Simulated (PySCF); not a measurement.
Compound: C2H6BP.
Atom-mapped SMILES: `[BH3-:1][PH+:2]1[CH:3]=[CH:4]1` (hydrogens: H5, H6, H7 on B1; H8 on P2; H9 on C3; H10 on C4)

Method used: PySCF 2.14.0, PBE0-D3(BJ)/def2-SVP geometry optimisation, gas phase.

(1) List the bond lengths, angles and torsions at this level.

Results:

(1) 
| bond | length (Å) | order |
| --- | --- | --- |
| B1–P2 | 1.910 | single |
| P2–C3, P2–C4 | 1.789 | single |
| C3=C4 | 1.315 | double |
| B1–H5, B1–H6, B1–H7 | 1.222 | single |
| P2–H8 | 1.423 | single |
| C3–H9, C4–H10 | 1.090 | single |

Bonds in one row agree within 0.01 Å and their mean is given. Orders are formal, as drawn. A selection of angles:
| angle | degrees |
| --- | --- |
| P2–B1–H5 | 103.1 |
| P2–B1–H7 | 105.0 |
| H5–B1–H6 | 113.2 |
| H5–B1–H7 | 115.3 |
| B1–P2–C3 | 129.4 |
| B1–P2–H8 | 118.2 |
| C3–P2–C4 | 43.1 |
| C3–P2–H8 | 107.4 |
| P2–C3–C4 | 68.4 |
| P2–C3–H9 | 147.8 |
| C4–C3–H9 | 143.6 |

Dihedral angles: B1–P2–C3–C4 109° (anticlinal); B1–P2–C4–C3 -109° (anticlinal).

P2 (phosphorus bonded to B, 2 C and H) has angles from 43.1° to 129.4°. The 3-membered ring P2–C3–C4 has internal angles of 43.1° to 68.4°. B1 (four-coordinate boron) is distorted tetrahedral (angles from 102.8° to 115.3°).

Point group: Cs (every atom within 0.08 Å of its image). PBE0-D3(BJ)/def2-SVP frequencies: not computed here.

Hardware: one thread, AMD EPYC 7B13 (x86_64), no GPU, shared host with 64 logical CPUs at a one-minute load of 8.9. Cost: 9.9 s of wall time, 0.46 GiB resident at most. This is the geometry optimisation.
